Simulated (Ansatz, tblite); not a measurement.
Removing and adding an electron: the cluster Si₄H₆. Total charge 0; singlet. Geometry: PBE-D4/def2-SVP. Ansatz, gas phase; energy differences of separate SCF runs; the oxidised species was run as a doublet alone; the reduced species was run as a doublet alone.

```xyz
10

Si   -0.8129    1.5986   -0.1032
Si    1.1043    1.0466   -0.9551
Si    0.9593   -1.1277   -0.1347
Si   -1.1412   -0.5241    0.7956
H    -2.3122   -1.2968    0.2425
H     0.8904   -2.2181   -1.1741
H     2.1415    1.7747   -1.7645
H    -1.6308    2.8603   -0.0899
H    -1.2009   -0.5975    2.3007
H     2.0026   -1.5160    0.8827
```

The xTB rows come from tblite. The structure comes from a short search, and lower isomers may exist.

```json
{"level": "GFN1-xTB", "−HOMO (eV)": "10.15", "vertical IE (eV)": "12.26", "−LUMO (eV)": "8.37", "vertical EA (eV)": "6.44", "HOMO–LUMO gap (eV)": "1.78", "IE − EA (eV)": "5.82", "remarks": "–"}
{"level": "GFN2-xTB", "−HOMO (eV)": "7.53", "vertical IE (eV)": "10.06", "−LUMO (eV)": "6.17", "vertical EA (eV)": "3.87", "HOMO–LUMO gap (eV)": "1.36", "IE − EA (eV)": "6.19", "remarks": "–"}
{"level": "PBE-D4/def2-TZVP", "−HOMO (eV)": "5.34", "vertical IE (eV)": "7.82", "−LUMO (eV)": "2.74", "vertical EA (eV)": "–", "HOMO–LUMO gap (eV)": "2.60", "IE − EA (eV)": "–", "remarks": "–"}
{"level": "PBE-D4/def2-TZVPD", "−HOMO (eV)": "5.35", "vertical IE (eV)": "–", "−LUMO (eV)": "2.76", "vertical EA (eV)": "0.61", "HOMO–LUMO gap (eV)": "2.59", "IE − EA (eV)": "–", "remarks": "HOMO above zero (-1 doublet), restricted SCF unstable in HF (singlet)"}
{"level": "r2SCAN-D4/def2-TZVP", "−HOMO (eV)": "5.51", "vertical IE (eV)": "7.79", "−LUMO (eV)": "2.66", "vertical EA (eV)": "–", "HOMO–LUMO gap (eV)": "2.86", "IE − EA (eV)": "–", "remarks": "restricted SCF unstable in HF (singlet)"}
{"level": "r2SCAN-D4/def2-TZVPD", "−HOMO (eV)": "5.51", "vertical IE (eV)": "–", "−LUMO (eV)": "2.66", "vertical EA (eV)": "0.63", "HOMO–LUMO gap (eV)": "2.85", "IE − EA (eV)": "–", "remarks": "HOMO above zero (-1 doublet), restricted SCF unstable in HF (singlet)"}
{"level": "PBE0-D4/def2-TZVP", "−HOMO (eV)": "6.12", "vertical IE (eV)": "7.79", "−LUMO (eV)": "2.03", "vertical EA (eV)": "–", "HOMO–LUMO gap (eV)": "4.08", "IE − EA (eV)": "–", "remarks": "restricted SCF unstable in HF (singlet)"}
{"level": "PBE0-D4/def2-TZVPD", "−HOMO (eV)": "6.12", "vertical IE (eV)": "–", "−LUMO (eV)": "2.05", "vertical EA (eV)": "0.61", "HOMO–LUMO gap (eV)": "4.07", "IE − EA (eV)": "–", "remarks": "HOMO above zero (-1 doublet), restricted SCF unstable in HF (singlet)"}
```

   A HOMO above zero means that the electron is unbound at that level or that self-interaction error raises the level; the energy of removing that electron tells which. Raw xTB energy differences between charge states are shifted by several eV; the methods need an empirical correction for them.
